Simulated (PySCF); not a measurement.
Cartesian coordinates (Å):
```xyz
7

C     -0.7714     0.0551    -0.0356
B      0.3886    -0.7050     0.6771
O      1.6953    -0.4324     0.6406
H     -0.4317     0.9188    -0.6239
H     -1.5020     0.4039     0.6998
H     -1.3125    -0.6240    -0.7008
H      1.9422     0.3345     0.1031
```
Charge 0, spin multiplicity 2.

Task: What total energy, dipole moment and highest occupied spin orbital does PBE0-D4/def2-TZVP (PySCF) give?

Result: 
| Property | Result |
|---|---|
| total energy | -140.4580 Ha |
| dipole moment | 2.32 D |
| highest occupied spin orbital | -5.27 eV |
